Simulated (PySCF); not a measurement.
Sc⁺: ionisation energy

Sc⁺ [Ar] 3d1 4s1 (3D) → Sc²⁺ [Ar] 3d1 (2D), as a difference of total energies. Computed with PySCF 2.14 in jorge-DZP-DKH (8s6p2d1f, 43 functions), with the spin-free X2C one-electron Hamiltonian (Gaussian nucleus). Correlated levels: valence: [Ar] frozen. The calculations carry no spin-orbit coupling.

| method | ionisation energy (eV) |
| --- | --- |
| UHF | 12.199 |
| M06-2X | 12.720 |
| PBE | 13.089 |
| MP2 (valence) | 12.252 |
| SCS-MP2 (valence) | 12.217 |

Q: How much does correlation contribute at MP2 (valence)?

A: 12.252 − (12.199) = 0.053 eV, measured against UHF.

The reference lies between the lowest fine-structure levels, while these numbers refer to the centres of the terms.

Errors of the correlated levels include the incompleteness of this basis and the frozen core.

For comparison: 12.800 eV (measured; NIST Atomic Spectra Database, ionization energies).
